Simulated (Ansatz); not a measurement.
Reaction (formal exchange of groups at a Ga–B bond): `[NH2][Ga]([SiH3])[BH]F` + `C=CC` → `C=[CH][Ga]([NH2])[SiH3]` + `CBF`

Gas-phase electronic energies from Ansatz, PBE0-D4/def2-TZVP geometries. CCSD(T)/CBS is the MP2 limit (def2-TZVPP, def2-QZVPP) plus CCSD(T) − MP2 in def2-TZVPP, frozen cores. This one scheme is used for every species. Functionals use def2-TZVPP. B3LYP here is the variant with VWN-RPA as its local correlation; programs differ in this. For Ga outer-core shells are correlated without core-valence functions, which leaves a few kJ/mol of doubt a bond. Scalar relativity is left out up to krypton. One conformer a species, not always the lowest.

`[NH2][Ga]([SiH3])[BH]F`:

Cartesian coordinates in Å:
```
N -0.542 -1.777 0.730
Ga 0.233 -0.239 0.138
Si -1.346 1.331 -0.794
B 2.321 -0.005 0.385
F 3.146 -0.305 -0.608
H -0.049 -2.552 1.141
H -1.528 -1.964 0.654
H -1.320 2.626 -0.054
H -2.745 0.816 -0.749
H -1.024 1.638 -2.217
H 2.855 0.430 1.376
```

`C=CC`:

```xyz
9

C     0.121    0.621   -1.232
C     0.384   -0.263   -0.281
C    -0.287   -0.318    1.048
H    -0.632    1.392   -1.095
H     0.645    0.609   -2.181
H     1.147   -1.017   -0.465
H    -0.782   -1.283    1.198
H     0.439   -0.210    1.859
H    -1.036    0.470    1.150
```

`C=[CH][Ga]([NH2])[SiH3]`:

Cartesian coordinates in Å:
```
C 0.006 -2.329 0.757
C 0.676 -1.219 1.065
Ga 0.328 0.474 0.158
N 1.344 1.903 0.643
Si -1.346 0.796 -1.537
H 0.190 -3.280 1.253
H -0.764 -2.344 -0.011
H 1.433 -1.289 1.846
H 2.064 1.875 1.345
H 1.255 2.819 0.238
H -1.234 -0.224 -2.618
H -1.236 2.139 -2.172
H -2.717 0.680 -0.965
```

`CBF`:

Cartesian coordinates in Å:
```
C -0.639 0.247 0.065
B 0.806 -0.303 -0.086
F 1.144 -1.468 0.450
H -1.303 -0.403 0.638
H -1.074 0.416 -0.926
H -0.611 1.235 0.538
H 1.676 0.276 -0.679
```

Question: Is it downhill or uphill in electronic energy at CCSD(T)/CBS, and by how much? (Best estimate.)

Answer: Computed: Downhill: ΔE = -17.0 kcal/mol.

Question: What do these levels give: PBE-D4, r2SCAN-D4, ωB97X-V, B2PLYP, PBE, r2SCAN, PBE0, B3LYP, HF/def2-QZVPP, SCS-MP2/def2-QZVPP, HF/CBS(def2), CCSD/CBS(def2)? (Best estimate.)

Answer: Computed: PBE-D4 -14.3, r2SCAN-D4 -16.4, ωB97X-V -16.0, B2PLYP -16.5, PBE -13.8, r2SCAN -16.2, PBE0 -14.9, B3LYP -15.1, HF/def2-QZVPP -17.2, SCS-MP2/def2-QZVPP -17.7, HF/CBS(def2) -17.2, CCSD/CBS(def2) -16.9 kcal/mol.

Largest T1 diagnostic among the species: 0.015.

The D4 term adds −0.8 kcal/mol with B3LYP and −0.5 kcal/mol with PBE0; it sums over pairs of atoms, weighted by their polarisabilities, and B3LYP, whose exchange is more repulsive, gets the larger term. From PBE to PBE0 (25 % exact exchange), in def2-TZVPP and without D4, ΔE moves by −1.1 kcal/mol.
